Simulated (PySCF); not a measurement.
Correlation energy of P (phosphorus, neutral)

[Ne] 3s1 3p3 3d1, high-spin 6D determinant (an excited configuration). All numbers are calculated (PySCF 2.14, the non-relativistic Hamiltonian (point nucleus), in aug-cc-pV(5+d)Z (8s7p6d4f3g2h, 136 functions)). Frozen: [Ne]; 5 electrons correlated.

MP2 pair energies summed by pair of shells (mhartree):

```tsv
pair	energy	share (%)
3p-3p	-17.69	54.8
3p-3d	-9.34	28.9
3s-3p	-4.10	12.7
3s-3d	-1.17	3.6
```

Total MP2 correlation energy: -32.30 mhartree.

Same-spin part -32.30 and opposite-spin part 0.00 mhartree; SCS-MP2 scales them by 1/3 and 6/5 to -10.77 mhartree.
